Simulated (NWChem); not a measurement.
Molecule: C3H7BO; SMILES OB1CCC1

```xyz
12

O      0.0695    -1.9600     0.0905
B      0.0162    -0.6167    -0.0829
C      1.1587     0.4823    -0.1195
C      0.0073     1.4982     0.2023
C     -1.1424     0.4787    -0.1216
H     -0.8172    -2.3499     0.1407
H      1.9963     0.4356     0.5847
H      1.5725     0.6447    -1.1233
H      0.0030     2.4192    -0.3907
H      0.0041     1.7768     1.2613
H     -1.9859     0.4417     0.5783
H     -1.5510     0.6410    -1.1280
```
Atoms are numbered in this order, from 1.

All runs: NWChem. Structure relaxed at the B3LYP/6-31G* (spherical d) level. Total energies of different functionals are on different scales.

| level | energy (Ha) | highest occupied level (eV) | orbital gap (eV) | dipole (D) |
|---|---|---|---|---|
| PBE/def2-TZVP | -218.4315 | -6.48 | 5.75 | 1.37 |
| B3LYP/def2-TZVP | -218.7288 | -7.68 | 7.72 | 1.42 |
| TPSSh/def2-TZVP | -218.7334 | -7.13 | 6.96 | 1.40 |
| BLYP/def2-TZVP | -218.6234 | -6.41 | 5.80 | 1.38 |
| Hartree-Fock/def2-TZVP | -217.3378 | -11.26 | 14.44 | 1.50 |
